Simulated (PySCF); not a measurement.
Molecule: `C1=CC[C@H]1C(F)F`, C5H6F2.

Structure with atom numbers: `[F:1][CH:2]([F:3])[C@H:4]1[CH:5]=[CH:6][CH2:7]1`; H(Xn) means a hydrogen on atom n. Ha(C7) is cis to C2 on the ring; Hb(C7) is trans to C2 on the ring.

Spin–spin couplings on one PBE0-D3(BJ)/def2-SVP geometry, PySCF 2.14.0 with density-fitted response routines, gas phase, non-relativistic, equivalent pairs averaged (spin–dipole term only in couplings to heteroatoms); isotopes ¹⁹F, ¹³C, ¹H; basis pcJ-1.

Q: How do the couplings (Hz) change with the functional? Times are CPU seconds on 1 thread of an Arm Neoverse V2, shared host.

A: 
```tsv
functional	functions	¹J(F1,C2)	¹J(C2,F3)	¹J(C5,H(C5))	¹J(C2,H(C2))	¹J(C6,H(C6))	¹J(C7,Hb(C7))	¹J(C4,H(C4))	core-s
LDA	249	-323.5	-320.8	144.9	144.8	141.8	113.1	111.7	23
PBE	249	-333.9	-331.2	168.6	171.1	165.0	134.5	133.3	36
KT2	249	-334.0	-331.3	179.8	183.6	175.8	142.9	140.4	37
PBE0	249	-296.9	-294.6	175.0	177.1	171.5	139.7	138.2	56
B97-2	249	-291.9	-289.5	168.1	169.6	164.7	133.0	131.3	55
BHandHLYP	249	-257.3	-255.0	198.7	199.6	194.8	159.0	157.3	64
CAM-B3LYP	249	-287.8	-285.6	182.0	183.9	178.4	144.8	143.4	79
``` Left out for a near triplet instability: HF/pcJ-1.
